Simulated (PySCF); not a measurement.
## Frontier orbitals and the lowest excitations

C7H8O.
Z-matrix (Å and degrees, GFN2-xTB geometry), rows numbered from 1:
```
O 
C   1  1.4099
C   2  1.5069  1  112.63
C   3  1.4953  2  121.70  1   -58.19
C   4  1.3292  3  105.68  2   179.26
C   5  1.4895  4  105.58  3     0.10
C   6  1.5158  5  108.70  4   -30.75
C   7  1.4559  3   61.25  2   110.56
H   1  0.9638  2  108.61  3   -51.08
H   2  1.1016  1  110.45  3   122.77
H   2  1.0938  1  105.42  3  -120.33
H   4  1.0714  3  123.78  2    -0.32
H   5  1.0717  4  129.91  3  -179.89
H   6  1.0792  5  122.26  4   179.77
H   7  1.0706  3  135.56  8  -126.45
H   8  1.0694  3  135.11  7   127.27
```

Computed, not measured: TDDFT CAM-B3LYP/def2-SVPD, vertical, gas phase, core orbitals frozen in the response (PySCF).

Frontier orbitals with the atoms that hold most of them (Löwdin shares over 4%, at most four atoms; ? is withheld):

```json
{"orbital": "HOMO-3", "ε (eV)": "-10.13", "atoms": "C3 20%, C6 20%, C7 17%, C8 13%"}
{"orbital": "HOMO-2", "ε (eV)": "-9.44", "atoms": "O1 50%, C2 10%, C3 9%, C8 7%"}
{"orbital": "HOMO-1", "ε (eV)": "-9.28", "atoms": "C7 29%, C8 28%, C3 9%, C4 8%"}
{"orbital": "HOMO", "ε (eV)": "-7.76", "atoms": "?"}
{"orbital": "LUMO", "ε (eV)": "?", "atoms": "?"}
{"orbital": "LUMO+1", "ε (eV)": "1.30", "atoms": "O1 20%, H9 13%, C7 11%, H15 10%"}
{"orbital": "LUMO+2", "ε (eV)": "1.68", "atoms": "C8 22%, H16 20%, H14 10%, C6 9%"}
```

(1) Which atoms hold the HOMO, and with what shares?

(2) Give the leading atoms of the LUMO.

(3) What is the LUMO energy, and the HOMO–LUMO gap?

Answers

(1) C4 (bonded to 2 C and H) 30%; C5 (bonded to 2 C and H) 30%; C7 (bonded to 3 C and H) 8%; C8 (bonded to 3 C and H) 8%.

(2) C4 (bonded to 2 C and H) 23%; C5 (bonded to 2 C and H) 22%; C7 (bonded to 3 C and H) 8%; C6 (bonded to 3 C and H) 6%.

(3) ε(LUMO) = 1.17 eV; the gap is 8.92 eV (0.3279 hartree).

Problem. How does S1 compare with the orbital gap of 8.92 eV?

Solution. S1 is at 5.67 eV (f = 0.061), 3.25 eV below the gap, made of HOMO→LUMO (81%), HOMO→LUMO+1 (16%). 

Problem. One configuration dominates each of S1 and S3. Which, and how do the shares of the two leading atoms of either orbital change from the occupied to the empty one?

Solution. 
- S1 (5.67 eV, f 0.061), HOMO→LUMO (81%): C4 30% → 23%, C5 30% → 22%
- S3 (6.54 eV, f 0.0000), HOMO-1→LUMO (75%): C7 29% → 8%, C8 28% → at most 6%, C4 8% → 23%, C5 at most 8% → 22%

Löwdin shares depend on the basis, the more so with diffuse functions.

One conformer stands for the species.
